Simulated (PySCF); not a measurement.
Input of a run (PBE0-D3(BJ)/def2-SVP geometry optimisation, gas phase (PySCF 2.14.0)), started from GFN2-xTB:
```
{"job": {"xc": "PBE0", "basis": "def2-SVP", "d3": "d3bj", "grid": 1, "shake": 0.01, "kind": "geom"}, "charge": 0, "multiplicity": 1}
N      2.636790     0.430410    -0.036720
C      1.604200    -0.096550    -0.025300
C      0.378160    -0.807530    -0.009960
C     -0.762620    -0.186040     0.005010
Cl    -2.291240    -1.060670     0.025300
C     -0.937250     1.224920    -0.004050
N     -1.062030     2.354470    -0.008950
H      0.489120    -1.878140     0.002190
```

Output (energies in Eh, forces in Eh/bohr):
```
step   0  E = -721.85761352  max force = 0.072827
step   1  E = -721.85944131  max force = 0.025009
step   2  E = -721.86112543  max force = 0.013433
step   3  E = -721.86304294  max force = 0.004125
step   4  E = -721.86334908  max force = 0.001807
step   5  E = -721.86335545  max force = 0.002830
step   6  E = -721.86341390  max force = 0.000553
step   7  E = -721.86341654  max force = 0.000249
optimisation converged
```

Question: Summarise the run.

Answer: The energy falls by 0.158 eV over 8 energy and gradient evaluations, the largest force component goes from 0.0728 to 2.5e-04 Eh/bohr, and the atoms move by 0.035 Å rms after alignment. The bond that changes most is C3=C4 (alkene CH carbon to vinylic C–Cl carbon), which lengthens by 0.051 Å. Bonds longer at the end by more than 0.005 Å: 4 of 7; shorter: 1. Among the angles that change most is C4–C3–H8, from 124.5° to 119.2°. The energy never rose by more than 1e-6 Eh on the way. The first step brought 31 % of the lowering.

Question: What are the final bond lengths?

Answer: N1≡C2 1.160 Å, C2–C3 1.420 Å, C3=C4 1.350 Å, C4–Cl5 1.717 Å, C4–C6 1.428 Å, C6≡N7 1.159 Å, C3–H8 1.093 Å. Numbering counts from 1 in the input's order; the species is `N#C/C=C(\C#N)Cl`.

The run used 107 basis functions and 65 SCF cycles in all. Hardware: an Arm Neoverse V2 with one thread, shared host with 32 logical CPUs at a one-minute load of 20. Cost: 30 s wall, 0.44 GiB resident at most.

Not checked by PBE0-D3(BJ)/def2-SVP frequencies.
